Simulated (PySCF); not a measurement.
Work out the structure from these simulated measurements.

Formula: C3H9AlClFS.

- Dipole: 4.41 D [B3LYP/def2-SVPD]
- 13C NMR: chemical shifts (computed TMS as zero) by class: 89.9 (1 C), 28.0 (1 C), 20.1 (1 C) ppm [GIAO PBE0/pcSseg-1]
- UV, first state: lowest singlet excitation: 5.49 eV (226 nm, f = 0.034) [TDDFT B3LYP/def2-SVPD]
- Rotational structure: rotational constants A, B, C: 4.015, 0.488, 0.461 GHz [PBE0-D3(BJ)/def2-SVP]
- 1H NMR: chemical shifts (computed TMS as zero) by class: 5.45 (1 H), 5.19 (1 H), 3.86 (1 H), 3.74 (1 H), 2.60 (1 H), 2.51 (1 H), 2.35 (3 H) ppm [GIAO PBE0/pcSseg-1]
- Triplet: lowest triplet excitation (Tamm–Dancoff): 5.07 eV [TDA B3LYP/def2-SVPD]
- Polarisability: 107.2 au [B3LYP/def2-SVPD]
- NMR, other nuclei: isotropic shieldings of nuclei other than C and H, by class: 408 (1 F), 436 (1 Al), 521 (1 S), 976 (1 Cl) ppm [GIAO PBE0/pcSseg-1]
- Valence photoelectron: vertical ionisation energy: 9.29 eV [ΔSCF B3LYP/def2-SVPD]

Electronic properties: PySCF, gas phase, density fitting. Levels stand in brackets. Isolated species at its PBE0-D3(BJ)/def2-SVP geometry (one conformer only). Each NMR value is the plain mean over a class of atoms that symmetry, rotation or inversion makes alike.

Question: What is the compound? Reason from the data.

Answer: Numbering: `[CH3:1][S@@+:2]([CH2:3][F:4])[AlH2-:5][CH2:6][Cl:7]`. 3 carbons fall into 3 classes; from least to most shielded: sp3 C–F carbon [C3] (89.9 ppm), sp3 C–Cl carbon [C6] (28.0 ppm), S-methyl carbon [C1] (20.1 ppm). Hydrogen classes from least to most shielded: 1 H on an sp3 C–F carbon, C3 (5.45 ppm), 1 H on an sp3 C–F carbon, C3 (5.19 ppm), 1 H on an aluminium bonded to C, S and 2 H, Al5 (3.86 ppm), 1 H on an aluminium bonded to C, S and 2 H, Al5 (3.74 ppm), 1 H on an sp3 C–Cl carbon, C6 (2.60 ppm), 1 H on an sp3 C–Cl carbon, C6 (2.51 ppm), 3 H on an S-methyl carbon, C1 (2.35 ppm, a mean of values up to 0.6 ppm apart in this geometry). The other shieldings belong to: 408 ppm, alkyl fluorine [F4]; 436 ppm, aluminium bonded to C, S and 2 H [Al5]; 521 ppm, sulfur bonded to Al and 2 C [S2]; 976 ppm, alkyl chlorine [Cl7]. S1 is mainly HOMO→LUMO (weight 0.94); the largest Löwdin shares of the orbital it empties are 0.44 on the alkyl chlorine, 0.31 on the sp3 C–Cl carbon and 0.12 on the aluminium bonded to C, S and 2 H, of the orbital it fills 0.41 on the sulfur bonded to Al and 2 C, 0.11 on the S-methyl carbon, 0.09 on the sp3 C–F carbon and 0.07 on the aluminium bonded to C, S and 2 H. The optimised geometry has point group C1 and is an asymmetric top. Structure: `C[S@@+](CF)[AlH2-][CH2]Cl`. The assignments are read from this structure; whether some other isomer fits the data as well wasn't checked. The mirror image fits equally.

The values belong to the conformer `[CH3:1][S@@+:2]([CH2:3][F:4])[AlH2-:5][CH2:6][Cl:7]`: C1–S2–C3–F4 -64°, C1–S2–Al5–C6 82°, S2–Al5–C6–Cl7 -178°.
